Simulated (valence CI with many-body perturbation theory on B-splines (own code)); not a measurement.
**Bi⁵⁰⁺: key properties**

Computed by relativistic CI+MBPT: five valence electrons over a frozen Dirac-Fock core [Ar] 3d10, a basis of 9 s, 9 p, 8 d, 6 f, 3 g, 1 h functions for each j, with the one-electron correlation potential Σ1 (screened to all orders), the two-electron term Σ2, the three-electron term Σ3, Breit, model QED; selected single and double excitations, second order for the rest (own B-spline code, finite nucleus).

No measured spectrum was set against this ion. As an estimate, large intervals hold to a few tenths of a per cent, small ones and those within an open d or f shell to about a per cent. Among the levels kept, up to 330 cm⁻¹ of a level comes from second order outside the variational space, and about a tenth of that is noise between levels of different J, which matters for small intervals.

Levels are named by their leading jj configuration (3d3/2^4 stands for four electrons in 3d with j = 3/2), which in mixed levels can hold well under half, so a name can repeat and another be missing.

Rates and lifetimes use the calculated energies. Strong lines usually hold to 10 to 20 %, long lifetimes can be off by a factor of two.

Task: What is the ground level?

Result: (4s^2 4p1/2^2 4p3/2) J=3/2, composition 48 % 4s2 4p3 2P° + 27 % 4s2 4p3 2D° + 25 % 4s2 4p3 4S°, g = 1.349.

Task: Where does the other parity begin?

Result: At (4s^2 4p1/2^2 4d3/2) J=3/2, 13.713 Ry.

Task: Among levels below 41.775 Ry, which E1 lines absorb most strongly from the ground level?

Result: to (4s^2 4p1/2 4p3/2 4d3/2) J=5/2 at 3.273 nm, f = 0.769; to (4s^2 4p1/2 4p3/2 4d3/2) J=3/2 at 3.256 nm, f = 0.672; to (4s 4p1/2^2 4p3/2^2) J=3/2 at 3.976 nm, f = 0.285.

Task: What are the static dipole polarisabilities of the lowest levels?

Result: (4s^2 4p1/2^2 4p3/2) J=3/2 0.0184 (tensor 0.0011) bohr³, of which the core gives 0.00117.

Task: How well does LS coupling describe the low levels?

Result: Among the lowest 20 levels the leading LS term, summed over configurations, holds 55 % on average. For single configurations the figures are 54 % in LS and 97 % in jj coupling. Terms mix most in the J = 5/2 level at 17.020 Ry, where the leading one holds 33 %.
